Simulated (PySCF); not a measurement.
Species: WClF5 (singlet state).
Structure used (PBE0-D3(BJ)/def2-SVP), in Å, numbered top down from 1:
```
atom  x, y, z in Å
W1     0.0136   -0.0148   -0.0442
Cl2   -0.0083   -0.0166    2.2243
F3     0.0143   -0.0106   -1.8918
F4     1.8546   -0.0059   -0.0869
F5    -1.8270   -0.0250   -0.1049
F6     0.0114    1.8264   -0.0804
F7     0.0332   -1.8555   -0.0846
```

Method used: PBE0-D3(BJ)/def2-SVP geometry optimisation, gas phase, def2 core potentials past Kr in PySCF 2.14.0.

Which atoms are bound to W1, and at what distances?

6 atoms: F7 1.841 Å, F4 1.842 Å, F6 1.842 Å, F5 1.842 Å, F3 1.848 Å, Cl2 2.269 Å.

List the angles at W1.

```json
{"angle": "Cl2–W1–F3", "degrees": "179.5", "distance of the outer atoms (Å)": "4.12"}
{"angle": "F6–W1–F7", "degrees": "177.6", "distance of the outer atoms (Å)": "3.68"}
{"angle": "F4–W1–F5", "degrees": "176.8", "distance of the outer atoms (Å)": "3.68"}
{"angle": "Cl2–W1–F4", "degrees": "91.9", "distance of the outer atoms (Å)": "2.97"}
{"angle": "Cl2–W1–F5", "degrees": "91.3", "distance of the outer atoms (Å)": "2.96"}
{"angle": "Cl2–W1–F7", "degrees": "91.2", "distance of the outer atoms (Å)": "2.95"}
{"angle": "Cl2–W1–F6", "degrees": "91.2", "distance of the outer atoms (Å)": "2.95"}
{"angle": "F5–W1–F7", "degrees": "90.3", "distance of the outer atoms (Å)": "2.61"}
{"angle": "F5–W1–F6", "degrees": "90.2", "distance of the outer atoms (Å)": "2.61"}
{"angle": "F4–W1–F6", "degrees": "89.8", "distance of the outer atoms (Å)": "2.60"}
{"angle": "F4–W1–F7", "degrees": "89.6", "distance of the outer atoms (Å)": "2.60"}
{"angle": "F3–W1–F7", "degrees": "88.9", "distance of the outer atoms (Å)": "2.58"}
{"angle": "F3–W1–F6", "degrees": "88.7", "distance of the outer atoms (Å)": "2.58"}
{"angle": "F3–W1–F4", "degrees": "88.7", "distance of the outer atoms (Å)": "2.58"}
{"angle": "F3–W1–F5", "degrees": "88.1", "distance of the outer atoms (Å)": "2.57"}
```

What is the shape at W1?

Octahedral: the three widest angles are 179.5°, 177.6° and 176.8°, the others run from 88.1° to 91.9°.

What are the rotational constants (commonest isotopes, rigid rotor)?

A = 1962, B = 1372, C = 1371 MHz: a prolate symmetric top.

Point group: C4v (tolerance 0.08 Å). Charge 0, singlet. Whether it is a minimum is left open (no frequencies).
